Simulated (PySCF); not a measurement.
(3E)-penta-1,3-diene (C5H8), SMILES C=C/C=C/C.

Coordinates come from a B3LYP-D3(BJ)/def2-SVP optimisation. One conformer was computed; it need not be the lowest.

Computed with PySCF with TDA-B3LYP/def2-SVPD.

Vertical excitations. Isolated molecule, no solvent. State labels are in the subgroup Cs.

```tsv
state	symmetry	energy (eV)	λ (nm)	f	main pairs
S1	A'	6.07	204	1.160	HOMO→LUMO 91 %
S2	A"	6.16	201	0.001	HOMO→LUMO+1 93 %
S3	A"	6.31	196	0.000	HOMO→LUMO+2 96 %
S4	A"	6.49	191	0.011	HOMO→LUMO+3 96 %
S5	A'	6.70	185	0.019	HOMO→LUMO+4 68 %, HOMO−1→LUMO 30 %
S6	A"	7.23	171	0.001	HOMO−2→LUMO 98 %
S7	A"	7.40	167	0.023	HOMO→LUMO+5 97 %
S8	A"	7.67	162	0.001	HOMO→LUMO+6 95 %
S9	A"	7.84	158	0.001	HOMO−3→LUMO 95 %
S10	A'	8.10	153	0.007	HOMO−1→LUMO 47 %, HOMO→LUMO+7 22 %, HOMO→LUMO+4 20 %
T1	A'	3.13	396	0	HOMO→LUMO 97 %
T2	A'	5.09	243	0	HOMO−1→LUMO 50 %, HOMO→LUMO+4 46 %
T3	A"	6.09	204	0	HOMO→LUMO+1 91 %
T4	A"	6.25	198	0	HOMO→LUMO+2 92 %
```
Triplets are in the Tamm–Dancoff approximation.
